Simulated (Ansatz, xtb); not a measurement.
Two isomers of CH7ClSi2

Structure a: `C[SiH2][SiH2]Cl`, a singlet. Structure b: `[SiH3]C[SiH2]Cl`, a singlet. Both are isolated molecules in the gas phase, relaxed with B3LYP-D3(BJ)/def2-SVP, each in the lowest conformer that the search found.

Quicker runs give these differences E(b) − E(a): GFN2-xTB −0.215 eV; HF/STO-3G +0.115 eV (at GFN2-xTB geometries); r2SCAN-D4/def2-SVP −0.134 eV (at GFN2-xTB geometries).

Problem. Estimate E(b) − E(a) at the level CCSD(T)/def2-SVP + ΔMP2/def2-TZVPP.

Solution. Calculated at CCSD(T)/def2-SVP + ΔMP2/def2-TZVPP: E(b) − E(a) = −0.162 eV, so structure b lies lower.

How the difference moves with the method:

| level | geometry | E(b) − E(a) (eV) | departure from the last row (eV) | job, with rough time for the two |
| --- | --- | --- | --- | --- |
| GFN2-xTB | GFN2-xTB | −0.215 | −0.053 | optimisation, 0.14 s |
| HF/STO-3G | GFN2-xTB | +0.115 | +0.276 | single point, 0.32 s |
| r2SCAN-D4/def2-SVP | GFN2-xTB | −0.134 | +0.027 | single point, 3.6 s |
| B3LYP-D3(BJ)/def2-SVP | B3LYP-D3(BJ)/def2-SVP | −0.096 | +0.066 | optimisation, 28 s |
| HF/def2-SVP | B3LYP-D3(BJ)/def2-SVP | −0.188 | −0.027 | part of the CCSD(T) run |
| MP2/def2-SVP | B3LYP-D3(BJ)/def2-SVP | −0.208 | −0.046 | part of the CCSD(T) run |
| CCSD(T)/def2-SVP | B3LYP-D3(BJ)/def2-SVP | −0.150 | +0.011 | single point |
| CCSD(T)/def2-SVP + ΔMP2/def2-TZVPP | B3LYP-D3(BJ)/def2-SVP | −0.162 |  | single point, 20 s |

As drawn, b has 1 C–Si, 1 Si–H in place of 1 Si–Si, 1 C–H.

HF/STO-3G puts the two in the other order. The largest departure from CCSD(T)/def2-SVP + ΔMP2/def2-TZVPP is that of HF/STO-3G, 0.276 eV. The last row adds to CCSD(T) the change of the MP2 difference between the two basis sets, here −0.011 eV.

With harmonic frequencies from B3LYP-D3(BJ)/def2-SVP (ideal gas, rigid rotor, one conformer each, 298.15 K, 1 atm): on the last row, ΔE + ΔZPE = −0.205 eV. A mode under 50 cm⁻¹ makes harmonic enthalpies and free energies unreliable, so none is given.

The correlated steps freeze 16 core orbitals. Run with Ansatz 0.2.0, xtb 6.7.1; the last row on 2 threads of Arm Neoverse V1 on a shared host.
